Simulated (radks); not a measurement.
The numbers below are computed, except where a source is named.
Excited configurations of Sm III: one electron is placed in a higher orbital outside [Xe] 4f5. The ground configuration is [Xe] 4f6. Level of theory: Dirac Kohn-Sham, PBE, spin-unpolarised, spherical densities, point nucleus; open shells are shared between the two j in proportion to 2j + 1 (a radial shooting solver on a logarithmic mesh with Libxc functionals). Excitation = E - E(ground); binding = E(ion) - E, where the ion is the core of charge +3; n* = 3/sqrt(2 binding) in atomic units, and the quantum defect is n - n*. Eigenvalue and <r> are those of j = l + 1/2.

| outer orbital | excitation (eV) | binding (eV) | n* | quantum defect | eigenvalue (eV) | <r> (bohr) |
|---|---|---|---|---|---|---|
| 6s | 4.902 | 18.875 | 2.547 | 3.453 | -15.771 | 3.414 |
| 6f | 18.460 | 5.317 | 4.799 | 1.201 | -4.390 | 9.762 |
| 7p | 15.602 | 8.175 | 3.870 | 3.130 | -6.901 | 7.507 |
| 7d | 17.885 | 5.891 | 4.559 | 2.441 | -4.978 | 9.785 |

Estimate the row for 5f.

Answer. excitation (eV) 15.843; binding (eV) 7.934; n* 3.929; quantum defect 1.071; eigenvalue (eV) -6.255; <r> (bohr) 5.693. The Delta-SCF ionisation energy is 23.777 eV (NIST Atomic Spectra Database: 23.6 eV, semi-empirical). Self-interaction in the functional shifts the binding energies and quantum defects, so they are the method's values and not measured ones. Spin polarisation and multiplet splitting are left out, so open shells lie too high by an amount that depends on their filling. Sharing an open shell by 2j + 1 raises it above the true ground level by a part of the spin-orbit splitting, which enters the differences from NIST.

Beside tabulated values, note that spin-unpolarised runs miss the spin-polarisation part of the exchange energy of open shells.
